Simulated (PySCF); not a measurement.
Simulation results for AlB2H2O

All values are calculated (PySCF 2.14.0). Calculation on a computer-drawn molecule: the log of a Hartree-Fock and frozen-core CCSD(T) single point meant for a local Hartree-Fock minimum, with one planted fault or none, to be diagnosed. Offsets are logged minus clean, where the clean run is the same molecule without the fault. The reference is restricted for singlets and unrestricted otherwise, and also for a bond in bohr or an excited solution. Adding or removing an electron swaps singlet and doublet. The excited solution moves the top pair (singlet) or top alpha electron (doublet) to the lowest empty orbital. Highest occupied and lowest empty are orbital energies over both spins, largest force is the largest gradient component, triples share is (T) over the correlation energy, the T1 limit is 0.02 restricted and 0.045 unrestricted, electrons count all cores, a negative frequency is imaginary (commonest isotopes), and the dipole is about the centre of nuclear charge.

```xyz
6
formula=AlB2H2O meant_charge=1 meant_multiplicity=1 meant_basis=cc-pV(D+d)Z logged_electrons=32 logged_basis_functions=26 logged_SCF_converged=yes logged_spin_squared=0 logged_highest_occupied=-15.143 logged_lowest_empty=-1.5183 logged_largest_force=0.023023 logged_T1_diagnostic=0.022139 logged_D1_diagnostic=0.064555 logged_triples_share=0.037608 logged_CC_converged=yes logged_dipole_magnitude=8.6386 logged_SCF_stable_within_its_kind=yes logged_energy_HF=-362.608 logged_energy_CCSD(T)=-362.82208 possible_faults=no_fault,one_electron_removed,one_electron_added,multiplicity_raised_by_two,geometry_at_a_saddle_point,SCF_held_on_an_excited_solution,minimal_basis_STO-3G,one_bond_length_entered_in_bohr,all_coordinates_scaled planted_fault=minimal_basis_STO-3G HF_energy_offset_from_clean_run=2790 CCSD(T)_energy_offset_from_clean_run=2917
O     -0.8613    -3.2698    -0.2618
B     -0.5080    -2.1515    -0.3894
B     -0.1141    -0.5121    -0.4648
Al    -1.2008     0.9084     0.7610
H      0.7399    -0.0641    -1.1603
H     -1.9608     1.9450     1.6245
```

Units: logged_highest_occupied, logged_lowest_empty in eV; logged_largest_force in hartree/bohr; logged_dipole_magnitude in debye; logged_energy_HF, logged_energy_CCSD(T) in hartree; HF_energy_offset_from_clean_run, CCSD(T)_energy_offset_from_clean_run in kcal/mol.

Drawn bonds:
```csv
atom,other atom,order
1,2,2
2,3,1
3,4,1
3,5,1
4,6,1
```

Notes: T1 above single-reference limit.
